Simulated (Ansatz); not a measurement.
One geometry of W₃O₅, several levels of theory.

```yaml
crystal:
  periodic: [false, false, false]
  atoms:
    - {symbol: W, position_ang: [-1.464304, -0.216667, 0.480193]}
    - {symbol: W, position_ang: [1.021135, 0.345293, -0.938235]}
    - {symbol: W, position_ang: [0.565264, -0.134362, 1.611062]}
    - {symbol: O, position_ang: [-0.892849, 0.165132, -1.301887]}
    - {symbol: O, position_ang: [-0.199372, -1.746597, 1.378792]}
    - {symbol: O, position_ang: [2.019357, -0.844376, -1.696692]}
    - {symbol: O, position_ang: [-2.828054, 0.535015, 1.228173]}
    - {symbol: O, position_ang: [1.778823, 1.896561, -0.761425]}
basis:
  gaussian: {orbitals: def2-TZVP, initial_orbitals: start.molden}
hamiltonian: {xc: r2scan, dispersion: d4}
scf: {omitted_lower_state_checks: [starts]}
output: {orbitals: {seedname: orbitals}}
```

The file start.molden holds the orbitals of an earlier run on this structure, at another level or in another basis.

```sh
$ ansatz run in.yaml --threads 4 --pin off --events-out ev --progress --plain --max-ram 4787MiB
```

Output, abridged:

```
Functional definition: r2SCAN
1727 factors; their error is unknown
mean field evaluation 1: about -15722.0605 eV, gradient 7.3e0 eV
mean field evaluation 2: about -15722.1822 eV, gradient 1.3e-1 eV
mean field evaluation 4: about -15722.1716 eV, gradient 8.0e-4 eV
mean field -15722.17164721 eV, -577.7791511644 hartree, gradient 1.8e-5 eV, S^2 0.000000; 0 other end points of the search recorded, 0 dependent functions left out
reference -15722.17166540 eV, -577.7791518327 hartree; 41, 41 occupied and 234, 234 virtual orbitals, 1727 factors
Total energy: -15722.26068490 eV, -577.7824232389 hartree
Checks for a lower state left out: starts
```

Hardware: 4 threads of AMD EPYC 9R45 on a shared host. Wall time 4 s.

First input, but with `gaussian: {orbitals: def2-SVP, initial_orbitals: start.molden}`, `correlation: {method: ccsd_t}` and without the key `hamiltonian` (abridged; 94 s):

```
Functional definition: HF
mean field evaluation 16: about -15584.7222 eV, gradient 3.5e1 eV
mean field evaluation 32: about -15593.4683 eV, gradient 1.7e0 eV
mean field evaluation 64: about -15591.6462 eV, gradient 1.6e0 eV
mean field evaluation 96: about -15592.2543 eV, gradient 1.0e1 eV
mean field -15596.30056501 eV, -573.1534742118 hartree, gradient 3.9e-6 eV, S^2 0.000000; unrestricted orbitals would lower it
5 core orbitals not correlated: weight in the atoms' cores, before any rotation towards them, 1.000 or more for the frozen orbitals, at most 0.000 for the correlated occupied ones
second order -58.34254618 eV of doubles, -0.00000000 eV of singles
cycle   1  -47.08060697 eV  change     1.1e1 eV  update   5.5e-1
cycle   2  -52.16490435 eV  change    -5.1e0 eV  update   3.6e-1
cycle   3  -52.87238979 eV  change   -7.1e-1 eV  update   9.6e-2
cycle   4  -52.89949485 eV  change   -2.7e-2 eV  update   5.4e-2
cycle   5  -52.83463152 eV  change    6.5e-2 eV  update   2.4e-2
cycle   6  -52.85681954 eV  change   -2.2e-2 eV  update   1.7e-2
cycle   7  -52.86442214 eV  change   -7.6e-3 eV  update   7.4e-3
cycle   8  -52.85455514 eV  change    9.9e-3 eV  update   4.9e-3
cycle   9  -52.86090169 eV  change   -6.3e-3 eV  update   3.1e-3
cycle  10  -52.86792829 eV  change   -7.0e-3 eV  update   2.1e-3
cycle  11  -52.86496095 eV  change    3.0e-3 eV  update   1.6e-3
cycle  12  -52.86251791 eV  change    2.4e-3 eV  update   1.2e-3
cycle  13  -52.86536335 eV  change   -2.8e-3 eV  update   7.4e-4
cycle  14  -52.86303184 eV  change    2.3e-3 eV  update   4.9e-4
cycle  15  -52.86360925 eV  change   -5.8e-4 eV  update   2.9e-4
cycle  16  -52.86456578 eV  change   -9.6e-4 eV  update   1.4e-4
cycle  17  -52.86430815 eV  change    2.6e-4 eV  update   8.3e-5
cycle  18  -52.86424261 eV  change    6.6e-5 eV  update   5.8e-5
perturbative correction -3.49910794 eV, -0.1285898452 hartree
Total energy: -15652.66391556 eV, -575.2247891401 hartree
Checks for a lower state left out: starts
```

As the first input, with `hamiltonian: {xc: pbe0, dispersion: d4}` (abridged; 4.6 s):

```
Functional definition: PBE0
mean field -15711.18755800 eV, -577.3754933309 hartree, gradient 1.6e-5 eV, S^2 0.000000
Total energy: -15711.54601532 eV, -577.3886663946 hartree
Checks for a lower state left out: starts
```

First input, but with `hamiltonian: {xc: lda}` (abridged; 1.3 s):

```
Functional definition: SPW92
mean field -15644.98922652 eV, -574.9427495201 hartree, gradient 1.3e-5 eV, S^2 0.000000
Total energy: -15644.98928013 eV, -574.9427514902 hartree
Checks for a lower state left out: starts
```

As the first input, with `hamiltonian: {xc: pbe, dispersion: d4}`, `output: {forces: true, orbitals: {seedname: orbitals}}` (abridged; 2.8 s):

```
Functional definition: PBE
mean field -15718.01502923 eV, -577.6263982711 hartree, gradient 1.2e-5 eV, S^2 0.000000
Total energy: -15718.42921999 eV, -577.6416195006 hartree
Atom 0 force     0.232227    -0.140115    -0.287815 eV/Å
Atom 1 force    -0.367391    -0.118701     0.465487 eV/Å
Atom 2 force     0.267003     0.104887     0.142133 eV/Å
Atom 3 force    -0.244966     0.054754    -0.243045 eV/Å
Atom 4 force     0.006475    -0.216934     0.058340 eV/Å
Atom 5 force     0.244809    -0.296996    -0.239509 eV/Å
Atom 6 force    -0.330964     0.197834     0.138705 eV/Å
Atom 7 force     0.192807     0.415270    -0.034294 eV/Å
Dipole moment:     0.115165    -0.118136     0.905467 e Å
Checks for a lower state left out: starts
```

As the first input, with `hamiltonian: {xc: {name: B97M-V}}` (abridged; 8 s):

```
Functional definition: B97M-V
mean field -15720.04422731 eV, -577.7009699250 hartree, gradient 1.5e-5 eV, S^2 0.000000
Total energy: -15720.04431163 eV, -577.7009730235 hartree
Checks for a lower state left out: starts
```

Geometry: r2SCAN-D4/def2-SVP.

In the def2 sets W takes a core potential; there is no spin–orbit coupling. Correlated methods freeze 5 core orbitals; core or outer-core shells of W are correlated, in sets that lack core-valence functions. The restricted singlet is unstable towards broken spin symmetry in Hartree–Fock (as tested in another run); at r2SCAN-D4/def2-TZVP, PBE0-D4/def2-TZVP, LDA (SPW92)/def2-TZVP, PBE-D4/def2-TZVP and others this wasn't settled. At CCSD(T)/def2-SVP the restricted singlet (for correlated methods, its reference) is unstable: a solution with broken spin symmetry lies lower. Another isomer (triplet) lies 0.68 eV lower at PBE0-D4/def2-TZVP; other spin states weren't run for this one.
